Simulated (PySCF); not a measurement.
An element was calculated at PBE (PySCF 2.14, spin-free X2C, a triple-zeta basis, no spin-orbit coupling), in the ground configurations that NIST lists.

| Quantity | Value |
| --- | --- |
| first ionisation energy | 6.223 eV |
| second ionisation energy | 12.316 eV |
| third ionisation energy | 26.405 eV |

Task: Which element is it?

Result: Ytterbium (Yb, Z = 70), in x2c-TZVPPall. NIST lists 6.254, 12.179, 25.053 ± 0.025 eV for these ionisation energies.
